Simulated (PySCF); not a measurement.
Trifluoromethanesulfonate, CF₃O₃S (charge -1).
SMILES with atom numbers: `[O:1]=[S:2](=[O:3])([O-:4])[C:5]([F:6])([F:7])[F:8]`

The calculation used PBE0-D3(BJ)/def2-SVP geometry optimisation, gas phase in PySCF.

Task: What internal coordinates does the optimisation give?

Result: 
```csv
bond,length (Å)
"O1=S2, S2=O3, S2–O4",1.470
S2–C5,1.859
"C5–F6, C5–F7, C5–F8",1.339
```

Bonds in one row agree within 0.01 Å and their mean is given. A selection of angles:
```csv
angle,degrees
O1–S2–O3,115.7
O1–S2–C5,102.1
S2–C5–F6,111.6
F6–C5–F7,107.0
```

Dihedral angles: O1–S2–C5–F6 59° (synclinal).

All 3 C–F bonds measure 1.339 Å. All 3 O–S bonds measure 1.470 Å. S2 (sulfonyl sulfur) is distorted tetrahedral (angles from 102.0° to 115.7°).

Point group: C3v (tolerance 0.08 Å). No PBE0-D3(BJ)/def2-SVP frequencies stand behind this structure, so it isn't proved a minimum. The geometry's basis has no diffuse functions, a weakness for an anion.
